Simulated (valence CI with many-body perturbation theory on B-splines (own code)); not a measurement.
**Forbidden lines of Te XXXVII**

Calculated by relativistic CI+MBPT: six valence electrons over a frozen Dirac-Fock core [Ne], radial functions for each j: 9 s, 9 p, 8 d, 6 f, 3 g, 1 h, with the one-electron correlation potential Σ1, the two-electron term Σ2, the three-electron term Σ3, Breit, model QED; selected CI, second order for the rest, scaled by the run's own slope (own B-spline code, finite nucleus).

The last digits are not significant, and no measured levels were compared; by estimate large intervals hold to a few tenths of a per cent, small ones and those within an open d or f shell to about a per cent. Among the levels kept, up to 1500 cm⁻¹ of a level comes from second order outside the variational space, and about a tenth of that is noise between levels of different J, which matters for small intervals.

Lines 1 to 23 of 23 in falling wavelength, among levels below 2125700 cm⁻¹, chosen from the decays that carry over 1 % of a level's rate. Wavelengths and rates use the calculated energies. Electric multipoles are in the length gauge, E1 and E2 with the static RPA response of the core. S is in atomic units (e²a₀⁴ for E2 and M2, e²a₀⁶ for E3), for M1 in squared Bohr magnetons. Weak lines are less certain than strong ones. Lines between different terms over intervals too small for the method are left out, as are lines whose strength nearly cancels.

Levels are named by their leading jj configuration (3d3/2^4 stands for four electrons in 3d with j = 3/2), which in mixed levels can hold well under half, so a name can repeat and another be missing. Letters in brackets count levels of one name in rising energy.

| λ vac (nm) | Upper | Lower | Type | A (s⁻¹) | S (a.u.) |
| --- | --- | --- | --- | --- | --- |
| 103.5 | (3s^2 3p1/2^2 3p3/2^2) J=0 | (3s^2 3p1/2^2 3p3/2^2) J=2 | E2 | 5.72e+00 | 6.07e-03 |
| 102.1 | (3s^2 3p1/2 3p3/2^2 3d5/2) J=4 [b] | (3s^2 3p1/2 3p3/2^2 3d3/2) J=4 | M1 | 4.19e+03 | 1.49e+00 |
| 96.32 | (3s^2 3p1/2^2 3p3/2 3d5/2) J=4 | (3s^2 3p1/2^2 3p3/2 3d3/2) J=3 | M1 | 1.52e+04 | 4.52e+00 |
| 84.67 | (3s^2 3p1/2 3p3/2^2 3d5/2) J=5 | (3s^2 3p1/2 3p3/2^2 3d3/2) J=4 | M1 | 2.01e+04 | 4.97e+00 |
| 66.04 | (3s^2 3p1/2 3p3/2^2 3d5/2) J=4 [b] | (3s^2 3p1/2 3p3/2^2 3d3/2) J=3 [a] | M1 | 1.88e+04 | 1.80e+00 |
| 33.68 | (3s^2 3p1/2 3p3/2^2 3d3/2) J=4 | (3s^2 3p1/2^2 3p3/2 3d5/2) J=3 | M1 | 4.32e+04 | 5.51e-01 |
| 29.57 | (3s^2 3p1/2 3p3/2^2 3d5/2) J=4 [a] | (3s^2 3p1/2^2 3p3/2 3d5/2) J=3 | M1 | 3.58e+05 | 3.09e+00 |
| 25.32 | (3s^2 3p1/2 3p3/2^2 3d5/2) J=4 [b] | (3s^2 3p1/2^2 3p3/2 3d5/2) J=3 | M1 | 1.65e+05 | 8.92e-01 |
| 24.30 | (3s^2 3p1/2 3p3/2^3) J=1 | (3s^2 3p1/2^2 3p3/2^2) J=0 | M1 | 5.24e+05 | 8.36e-01 |
| 23.87 | (3s^2 3p1/2 3p3/2^2 3d3/2) J=4 | (3s^2 3p1/2^2 3p3/2 3d5/2) J=4 | M1 | 7.50e+04 | 3.40e-01 |
| 22.28 | (3s^2 3p1/2 3p3/2^2 3d3/2) J=0 | (3s^2 3p1/2^2 3p3/2 3d3/2) J=1 | M1 | 1.84e+06 | 7.57e-01 |
| 21.73 | (3s^2 3p1/2 3p3/2^2 3d5/2) J=4 [a] | (3s^2 3p1/2^2 3p3/2 3d5/2) J=4 | M1 | 1.39e+06 | 4.76e+00 |
| 19.68 | (3s^2 3p1/2 3p3/2^3) J=1 | (3s^2 3p1/2^2 3p3/2^2) J=2 | M1 | 2.14e+06 | 1.81e+00 |
| 19.35 | (3s^2 3p1/2 3p3/2^2 3d5/2) J=4 [b] | (3s^2 3p1/2^2 3p3/2 3d5/2) J=4 | M1 | 1.57e+05 | 3.79e-01 |
| 19.35 | (3s^2 3p1/2 3p3/2^2 3d5/2) J=4 [b] | (3s^2 3p1/2^2 3p3/2 3d5/2) J=4 | E2 | 3.98e+03 | 8.66e-03 |
| 19.13 | (3s^2 3p1/2 3p3/2^2 3d3/2) J=4 | (3s^2 3p1/2^2 3p3/2 3d3/2) J=3 | M1 | 2.74e+05 | 6.41e-01 |
| 19.13 | (3s^2 3p1/2 3p3/2^2 3d3/2) J=4 | (3s^2 3p1/2^2 3p3/2 3d3/2) J=3 | E2 | 5.33e+03 | 1.10e-02 |
| 18.62 | (3s^2 3p1/2 3p3/2^2 3d5/2) J=5 | (3s^2 3p1/2^2 3p3/2 3d5/2) J=4 | M1 | 3.88e+05 | 1.02e+00 |
| 18.62 | (3s^2 3p1/2 3p3/2^2 3d5/2) J=5 | (3s^2 3p1/2^2 3p3/2 3d5/2) J=4 | E2 | 5.51e+03 | 1.21e-02 |
| 17.80 | (3s^2 3p1/2 3p3/2^3) J=2 | (3s^2 3p1/2^2 3p3/2^2) J=2 | M1 | 1.41e+06 | 1.48e+00 |
| 17.73 | (3s^2 3p1/2 3p3/2^2 3d5/2) J=4 [a] | (3s^2 3p1/2^2 3p3/2 3d3/2) J=3 | M1 | 1.34e+05 | 2.48e-01 |
| 16.63 | (3s^2 3p3/2^4) J=0 | (3s^2 3p1/2 3p3/2^3) J=1 | M1 | 6.77e+06 | 1.15e+00 |
| 7.525 | (3s^2 3p1/2^2 3p3/2 3d5/2) J=4 | (3s^2 3p1/2^2 3p3/2^2) J=2 | M2 | 2.05e+03 | 3.98e-05 |
